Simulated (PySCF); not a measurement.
## Spinor energies of Zr⁻ (zirconium, charge -1)

Start: [Kr] 4d3 5s2; 4d3/2 filled at m_j = -1/2, +1/2, +3/2. Calculated with PySCF 2.14 in x2c-TZVPall-2c with one added diffuse shell each of s, p, d type (9s10p8d1f, 86 functions): generalised Hartree-Fock with the X2C-1e Hamiltonian and a Gaussian nucleus; one run each with spin-orbit coupling (SO) switched off, then screened by Boettger's factors.

```csv
spinor shell,electrons,"ε, spin-free (eV)","ε, screened SO (eV)",weight of nominal j (screened SO),"rms radius, screened SO (bohr)"
1s1/2,2,-18091.3,-18090.4,1.000,0.0426
2s1/2,2,-2572.8,-2572.5,1.000,0.176
2p1/2,2,-2287.4,-2346.6,1.000,0.154
2p3/2,4,-2287.4,-2259.4,1.000,0.158
3s1/2,2,-447.20,-447.10,1.000,0.488
3p1/2,2,-351.51,-361.34,1.000,0.489
3p3/2,4,-351.51,-346.80,1.000,0.499
3d3/2,4,-194.36,-195.99,0.988,0.493
3d5/2,6,-194.36,-193.16,0.992,0.497
4s1/2,2,-61.428,-61.387,1.000,1.31
4p1/2,2,-34.234,-37.288,0.709,1.50
4p3/2,4,-34.234,-32.694,0.854,1.48
4d3/2,3,-2.481,-2.490,0.619,2.73
5s1/2,2,-0.846,-0.842,0.994,6.48
```

| quantity | spin-free | screened SO |
| --- | --- | --- |
| E (hartree) | -3595.99711 | -3596.34567 |
| M_J | 3/2 | 3/2 |
| ⟨J²⟩ | 7.095 | 6.963 |
| ⟨L²⟩ | 12.015 | 12.016 |
| ⟨S²⟩ | 4.080 | 4.082 |

At GHF the highest occupied level has a positive energy, so only the finite basis holds that electron. The determinant has a definite M_J but mixes levels of different J.

Each row is a mean over spinors that exchange with the open shell spreads, by up to 2.510 eV (4s1/2).

Rows whose weight is well below 1 are mixtures of j = l ± 1/2: exchange outweighs spin-orbit coupling there, and the label is only the starting occupation.

Breit and QED terms are absent; they matter most for the inner s and p1/2 levels.

Densities and radii are taken from the X2C orbitals without a picture-change correction, which distorts them close to the nucleus.

Without spin-orbit coupling the j labels of p, d and f shells carry no meaning; the spin-free column gives the mean over the occupied spinors of each nl shell, and its ⟨J²⟩ belongs to a mixture of degenerate components.
